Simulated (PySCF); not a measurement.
Isomers of C6H8S2, one GFN2-xTB conformer each. Single-point energies are computed at PBE0/pcSseg-1 (PySCF, gas phase, no added dispersion term), electronic only.

Question: Rank them by PBE0/pcSseg-1 energy, lowest first (kJ/mol).
A. `[CH2:1]=[C:2]1[CH2:3][CH2:4][C:5](=[S:6])[CH2:7][S:8]1` with C1–C2–C3–C4 121°, C2–C3–C4–C5 56°, C3–C4–C5–S6 -173°, C4–C5–C7–S8 -59°
B. `C=C1CC2(CSC2)S1`

Answer: A (0.0), B (57.9).

As drawn, the lower has a C=S bond, which the higher lacks; the higher has a four-membered ring, which the lower lacks. GFN2-xTB itself gives, in the same order: 0.0, 18.9. Both levels put the same isomer lowest.

Question: Which frontier levels, dipoles and rotational constants go with these structures?

Answer: 
```tsv
SMILES	HOMO (eV, PBE0/pcSseg-1)	LUMO (eV)	dipole (D)	A, B, C (MHz)
C=C1CCC(=S)CS1	-6.32	-2.28	2.78	2796, 1006, 837.2
C=C1CC2(CSC2)S1	-6.42	-0.34	1.27	3873, 892.7, 833.0
```
